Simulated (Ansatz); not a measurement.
Reaction (isomerisation): `O/C([SiH3])=C\Cl` → `C[Si]1(Cl)CO1`

Gas-phase electronic energies from Ansatz, PBE0-D4/def2-TZVP geometries. CCSD(T)/CBS is the MP2 limit (def2-TZVPP, def2-QZVPP) plus CCSD(T) − MP2 in def2-TZVPP, frozen cores. Functionals use def2-TZVPP. Each species was taken in one conformer, which may not be the lowest.

`O/C([SiH3])=C\Cl`:

Cartesian coordinates in Å:
```
O 1.418 0.594 0.746
C 0.212 0.255 0.243
Si 0.205 -1.213 -0.924
C -0.920 0.897 0.535
Cl -0.921 2.251 1.611
H 1.304 1.358 1.331
H -1.197 -1.422 -1.361
H 0.711 -2.419 -0.222
H 1.073 -0.931 -2.095
H -1.885 0.629 0.135
```

`C[Si]1(Cl)CO1`:

Z-matrix (Å, degrees):
```
C
Si 1 1.842
H 1 1.093 2 110.0
H 1 1.092 2 110.8 3 119.5
H 1 1.091 2 109.7 3 -119.7
Cl 2 2.041 1 110.3 3 -61.9
C 2 1.796 1 127.2 3 138.0
O 2 1.644 1 119.2 3 76.3
H 7 1.088 2 123.2 1 -2.3
H 7 1.088 2 121.5 1 161.2
```

CCSD(T)/CBS gives -225.7 kJ/mol.

Question: Another level gave -230.8 kJ/mol. Which?
A. PBE-D4/def2-TZVPP
B. B2PLYP/def2-TZVPP
C. r2SCAN-D4/def2-TZVPP
D. MP2/def2-TZVPP

Answer: C. r2SCAN-D4 -230.8, B2PLYP -221.8, PBE-D4 -214.5, MP2/def2-TZVPP -235.6 kJ/mol.

Largest T1 diagnostic among the species: 0.013.

In def2-TZVPP, CCSD(T) changes the Hartree–Fock value by −7.4 kJ/mol (the triples alone add +2.9 kJ/mol) and MP2 by −21.4 kJ/mol. From PBE to PBE0 (25 % exact exchange), in def2-TZVPP and without D4, ΔE moves by −9.7 kJ/mol.
